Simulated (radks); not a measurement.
The numbers below are computed, except where a source is named.
F, configuration [He] 2s2 2p5. Level of theory: non-relativistic Kohn-Sham, LB94 model potential, spin-polarised, spherical densities, point nucleus; open shells are filled with parallel spins first (a radial shooting solver on a logarithmic mesh with Libxc functionals).

Unscreened Slater integrals over Kohn-Sham orbitals (eV). They are taken over the spin-up orbitals.

integral    value
F0(2p,2p)  23.791
F2(2p,2p)  10.411
F0(2p,2s)  24.137
G1(2p,2s)  14.465
F0(2p,1s)  35.065
G1(2p,1s)  3.8377
F0(2s,2s)  24.671
F0(2s,1s)  35.254
G0(2s,1s)  2.4579
F0(1s,1s)  145.90

Derived for the open shells (J is the average intra-shell exchange parameter used in DFT+U). 2p: J = F2/5 = 2.082 eV.
